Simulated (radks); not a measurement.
Problem. Pb IV, 79 electrons, occupied as [Xe] 4f14 5d10 6s1 (the NIST ground configuration). All-electron calculation, non-relativistic Kohn-Sham, LDA (Slater exchange, Perdew-Wang correlation), spin-unpolarised, spherical densities, point nucleus; relativity is left out, which matters for an element this heavy. Program: a radial shooting solver on a logarithmic mesh with Libxc functionals. Some entries of the table are withheld. Estimate them.

orbital,occ.,eigenvalue (Ry),<r> (bohr)
1s,2,-5804.204,0.01847
2s,2,-979.7239,(1)
2p,6,-943.7939,0.06557
3s,2,-235.0894,0.1954
3p,6,-217.9367,(2)
3d,10,-185.8155,0.1619
4s,2,-53.54029,0.4272
4p,6,-46.01470,0.4298
4d,10,-32.09332,0.4339
4f,14,-13.21793,0.4441
5s,2,-10.43677,0.9479
5p,6,-7.90411,1.017
5d,10,-3.80482,1.260
6s,1,(3),2.309

Solution. 
(1) 2s <r> (bohr): 0.07765
(2) 3p <r> (bohr): 0.1858
(3) 6s eigenvalue (Ry): -2.46224
